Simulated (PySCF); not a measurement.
# GeOCl + HBr → GeOBr + HCl

Level: PBE0 in the def2-TZVP basis family, all electrons, no relativity, computed in PySCF with density fitting; open shells unrestricted.

| species | state and structure | E (Eh) | ZPE (kJ/mol) | H(298 K) − H(0) (kJ/mol) | S° (J/(mol K)) |
| --- | --- | --- | --- | --- | --- |
| GeOCl | doublet, Cs, Ge–Cl 2.167 Å, Ge–O 1.660 Å; Cl–Ge–O 119.4° | -2611.97693 | 8.3 | 12.6 | 294.0 |
| HBr | singlet, C∞v, H–Br 1.421 Å | -2574.45811 | 16.0 | 8.7 | 198.5 |
| GeOBr | doublet, Cs, Ge–Br 2.332 Å, Ge–O 1.654 Å; Br–Ge–O 120.5° | -4725.77647 | 7.6 | 13.0 | 306.0 |
| HCl | singlet, C∞v, H–Cl 1.279 Å | -460.66440 | 17.9 | 8.7 | 186.6 |

**Question.** What is the electronic reaction energy?

**Answer.** At PBE0/def2-TZVP, ΔE = -15.3 kJ/mol from the differences of the total energies times 2625.5, downhill. 

**Question.** Add zero-point, thermal and entropy terms for 298.15 K and 1 bar.

**Answer.** ΔZPE = 1.2 and Δ[H(298) − H(0)] = 0.4 kJ/mol give ΔH° = -13.7 kJ/mol. ΔS° = 0.1 J/(mol K), so ΔG° = -13.7 − 298.15 × (0.0001) = -14 kJ/mol and log₁₀K = 2.4.

Only the bonding shown was studied: isomers, or loss of a ligand pair, can lie lower.
